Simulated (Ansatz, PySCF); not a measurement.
System: carbon diselenide, CSe2, charge 0, multiplicity 1. 
Structure (B3LYP-D3(BJ)/def2-TZVP (Ansatz, a quantum-chemistry and plane-wave program) minimum search):
```
C
Se 1 1.6965
Se 1 1.6965 2 180.00
```
Charge 0, spin multiplicity 1.

Total electronic energies in hartree. Cores are frozen in the correlated levels unless marked. Spin-orbit coupling is left out. The frozen core is the preceding noble-gas configuration, with the filled d and f shells of earlier blocks. No relativistic terms. FCI takes restricted orbitals. Basis-set limits of correlation are two-point, X^-3; Hartree-Fock from the larger set.

```
level                                program  energy (Eh)
----------------------------  --------------  -----------
HF/STO-3G                             Ansatz  -4784.48296
SVWN5/def2-TZVPD                      Ansatz  -4834.06566
revPBE-D4/def2-TZVPD          Ansatz + dftd4  -4840.82524
BP86/def2-TZVPD                        PySCF  -4841.76866
B3LYP/def2-TZVPD                      Ansatz  -4841.28230
PBE0-D3(BJ)/def2-TZVPD        Ansatz + dftd3  -4840.59797
TPSSh/def2-TZVPD                       PySCF  -4841.08126
PW6B95/def2-TZVPD                      PySCF  -4843.43607
wB97X/def2-TZVPD                      Ansatz  -4841.25226
RI-MP2/cc-pVTZ                        Ansatz  -4838.08300
SCS-MP2/6-31G*                        Ansatz  -4837.27077
CCSD(T)/aug-cc-pVTZ                   Ansatz  -4838.13123
CCSD(T)/cc-pVQZ                       Ansatz  -4838.16342
FCI/STO-3G                            Ansatz  -4784.65309
CCSD(T)/CBS(cc-pVTZ,cc-pVQZ)          Ansatz   -4838.1874
```

Totals of different functionals don't rank their quality; only differences between species are comparable.
